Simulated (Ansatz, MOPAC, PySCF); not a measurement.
Dimer: H2O (SMILES O) (first 3 atoms) with AsH3 (SMILES [AsH3]); geometry from B3LYP-D3(BJ)/def2-TZVP, rigid monomers moved along the line of their centres of mass till H3···As4 is 3.77 Å.
(charge 0, multiplicity 1):
```xyz
7

O     -0.04880     0.63244    -0.59994
H     -0.91007     0.30572    -0.87873
H     -0.00101     0.43945     0.34583
As     0.33007    -0.77137     3.90519
H     -0.09966    -0.08147     5.19126
H      1.74435    -1.01483     4.40852
H     -0.16031    -2.13323     4.37470
```

Interaction energies are E(AB) − E(A) − E(B) at the monomers' geometry in the complex; basis-set methods are counterpoise corrected. Rows marked so take none.

Cores are frozen in the correlated methods. Filled d and f shells under p-block atoms count as core. CBS(a, b) extrapolates the correlation energy as X⁻³ and adds the Hartree–Fock energy of set b. Rows in 3-21G, 6-31G* carry no dispersion term and start afresh at each structure (6-31G* with six Cartesian d functions); the Pople sets are all-electron and without relativity. MP2/6-31G* freezes PySCF's default core, which leaves 3d correlated. The state reached by PM3, PM7 isn't checked; PM7 holds dispersion and hydrogen-bond terms.

Programs: Ansatz (a quantum-chemistry and plane-wave program); MOPAC for PM3, PM7 (differences of heats of formation); PySCF for 3-21G rows, 6-31G* rows, the dispersion terms. 

Other levels give for the interaction energy: PBE/def2-TZVPPD -3.8; B3LYP/def2-TZVPPD -2.7; B3LYP-D3(BJ)/def2-TZVPPD -4.1; wB97M-V/def2-TZVPPD -3.9; CCSD(T)/CBS(aug-cc-pVDZ, aug-cc-pVTZ) -4.1 kJ/mol.

Task: What do these common cheap choices give for the same quantity: PM3, PM7, HF/3-21G (no counterpoise), HF/6-31G* (no counterpoise), B3LYP/3-21G (no counterpoise), M06-2X/6-31G* (no counterpoise), MP2/6-31G*, MP2/6-31G* (no counterpoise)?

Result: PM3 1.4; PM7 -3.7; HF/3-21G (no counterpoise) -5.1; HF/6-31G* (no counterpoise) -4.0; B3LYP/3-21G (no counterpoise) -5.2; M06-2X/6-31G* (no counterpoise) -4.7; MP2/6-31G* -4.4; MP2/6-31G* (no counterpoise) -5.2 kJ/mol. They span -5.2 to 1.4 kJ/mol.
